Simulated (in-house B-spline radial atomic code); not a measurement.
The numbers below are computed, except where a source is named.
# Cu in an electron gas of r_s = 2.2: phase shifts, screening, friction and resistivity

A nucleus sits in a uniform electron gas with a rigid positive background. The Kohn-Sham equations are solved self-consistently in the spin-unpolarised LDA (PW92), non-relativistic, on B-splines with outgoing waves at the boundary and partial waves to l = 8. The model has no lattice, no bands and no magnetic solution. Atomic units; δ_l are the phase shifts at the Fermi level, counted so that each bound state adds π, and good to about 0.0005.

The density parameter is r_s = 2.2 bohr, near that of the valence electrons of Ga (3 per atom, density 5.91 g/cm³, mass 69.72 u, which gives r_s = 2.19).

| l | δ_l (rad) |
| --- | --- |
| 0 | 9.5852 |
| 1 | 6.7348 |
| 2 | 3.1020 |
| 3 | 0.0276 |
| 4 | 0.0053 |
| 5 | 0.0008 |
| 6 | 0.0002 |
| 7 | 0.0000 |
| 8 | 0.0000 |

Bound levels below the band bottom (hartree): s -320.4, s -37.8, p -33.13, s -3.732, p -2.284.

(1) Check the Friedel sum rule, and say where the screening charge sits.

(2) Find the transport cross section and the electronic stopping of a 5 keV Cu ion (mass 63.55 u).

(3) What residual resistivity would 1 atomic per cent of such centres give in Ga?

(4) On a substitutional site the background of one host ion, a sphere holding 3 charges, is taken out. The phase shifts for l = 0 to 4 become 9.0030, 6.0405, 2.8389, -0.0498, -0.0112. What follows?

Answers

(1) k_F = (9π/4)^(1/3)/r_s = 0.87234. The rule is Z = (2/π) Σ (2l + 1) δ_l. The terms are s 6.102, p 12.863, d 9.874, f 0.123 and 0.038 beyond, in all 28.999 against Z = 29. Bound states hold 6 s, 12 p, 0 d electrons, so the scattering states carry 11.00 in all.

(2) σ_tr = (4π/k_F²) Σ (l + 1) sin²(δ_l − δ_(l+1)). The terms for l = 0 to 3 are 0.0824, 0.4450, 0.0135, 0.0020, all together 0.5430, so σ_tr = 16.513 × 0.5430 = 8.967 bohr². With n = 3/(4π r_s³) = 0.02242, the friction coefficient is Q = n k_F σ_tr = 0.1754. For v well below v_F = 0.872, dE/dx = Q v; with 24801 eV per u at v = 1, v = √(5000/(24801 × 63.55)) = 0.0563, so dE/dx = 0.00988 hartree/bohr = 5.08 eV/nm. The largest term couples the p and d waves.

(3) Δρ = k_F n_i σ_tr/n in atomic units of 21.74 μΩ·cm. With one host atom per 3 electrons, n_i/n = 0.01/3, so Δρ = 0.8723 × 0.00333 × 8.967 × 21.74 = 0.57 μΩ·cm. This is an atom added to the gas, as on an interstitial site.

(4) The Friedel sum is now 26.00, for Z − 3 = 26. The sum in σ_tr is 0.2331, so σ_tr = 3.85 bohr² and Δρ = 0.24 μΩ·cm per atomic per cent, 0.43 times the value above. A real host ion scatters too, so this model doesn't give zero even for the host's own atom.
